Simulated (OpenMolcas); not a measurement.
## 3d4 along the 22-electron sequence

| Property | Result |
| --- | --- |
| Program | OpenMolcas 26.06 |
| Method | CASSCF |
| Basis | ANO-RCC-VQZP |
| Scalar Hamiltonian | DKH2, point nucleus |
| Spin-orbit coupling | state interaction with AMFI integrals over the reference wave functions, term energies averaged over their components |

Active space for each ion: 4 electrons in 10 orbitals (3d 4d).

Computed levels in cm-1 above 5D0:

| Level | Cr2+ | Mn3+ | Fe4+ | Co5+ | Ni6+ | Cu7+ |
| --- | --- | --- | --- | --- | --- | --- |
| 5D1 | 67.5 | 101 | 147 | 209 | 280 | 373 |
| 5D2 | 200 | 298 | 432 | 611 | 814 | 1079 |
| 5D3 | 395 | 586 | 843 | 1185 | 1568 | 2060 |
| 5D4 | 647 | 954 | 1366 | 1907 | 2507 | 3267 |
| 3H4 | 19099 | 23003 | 26590 | 29759 | 33282 | 36495 |
| 3H5 | 19249 | 23226 | 26913 | 30222 | 33908 | 37339 |
| 3H6 | 19420 | 23476 | 27270 | 30723 | 34568 | 38202 |
| 3P0(1) | 20583 | 24702 | 28378 | 31475 | 34920 | 37911 |
| 3P1(1) | 20979 | 25297 | 29241 | 32699 | 36561 | 40080 |
| weight of 5D in the lowest level (%) | 100 | 100 | 100 | 100 | 100 | 99 |

Measured, with the error of the calculation in %. Measured levels: Cr2+ from Sugar and Corliss, J. Phys. Chem. Ref. Data 6, 317 (1977); Mn3+ from Corliss and Sugar, J. Phys. Chem. Ref. Data 6, 1253 (1977); Fe4+ from Corliss and Sugar, J. Phys. Chem. Ref. Data 11, 135 (1982); Co5+ from Sugar and Corliss, J. Phys. Chem. Ref. Data 10, 1097 (1981); Ni6+ from Corliss and Sugar, J. Phys. Chem. Ref. Data 10, 197 (1981).

```
 Level           Cr2+           Mn3+           Fe4+           Co5+           Ni6+
   5D1    62.2 (+8.6)    99.0 (+1.9)     142 (+3.1)     204 (+2.3)     279 (+0.2)
   5D2     183 (+9.5)     287 (+4.0)     417 (+3.4)     589 (+3.8)     804 (+1.3)
   5D3    357 (+10.8)     552 (+6.1)     803 (+4.9)    1125 (+5.4)    1520 (+3.2)
   5D4    576 (+12.3)     886 (+7.7)    1283 (+6.5)    1782 (+7.0)    2392 (+4.8)
   3H4  17274 (+10.6)   21281 (+8.1)   24932 (+6.6)   28377 (+4.9)   31672 (+5.1)
   3H5  17397 (+10.6)   21475 (+8.2)   25226 (+6.7)   28806 (+4.9)   32286 (+5.0)
   3H6  17531 (+10.8)   21679 (+8.3)   25528 (+6.8)   29234 (+5.1)   32877 (+5.1)
3P0(1)  16771 (+22.7)  20654 (+19.6)  24055 (+18.0)  27166 (+15.9)  30077 (+16.1)
3P1(1)  17169 (+22.2)  21279 (+18.9)  24973 (+17.1)  28462 (+14.9)  31836 (+14.8)
```

The fine-structure level 5D4 changes by a factor of 5.05 from Cr2+ to Cu7+. Its fourth root runs 5.04, 5.56, 6.08, 6.61, 7.08, 7.56, with steps per unit of Z of 0.51, 0.52, 0.53, 0.47, 0.48; equal steps would mean a (Z - σ)^4 law with constant σ.

3H4 changes by a factor of 1.91 over the same range, with steps per unit of Z of +3900, +3590, +3170, +3520, +3210 cm-1.

Without dynamic correlation excited terms often stand tens of per cent too high (terms of higher spin than the ground term too low), and those without a measured partner can miss by more than the paired ones. Active for correlation alone: 4d; no level in the range computed is led by a configuration that fills it, so any true level of that kind is missing. Computed and measured levels are paired by configuration, term and J; levels that our copy of the source lacks, or whose pairing is in doubt (as where it misses far off the trend of its configuration), stay unpaired and out of the deviations. Only configurations of the active space appear.

A number in round brackets counts repeated terms of one configuration in the order of the reference energies.
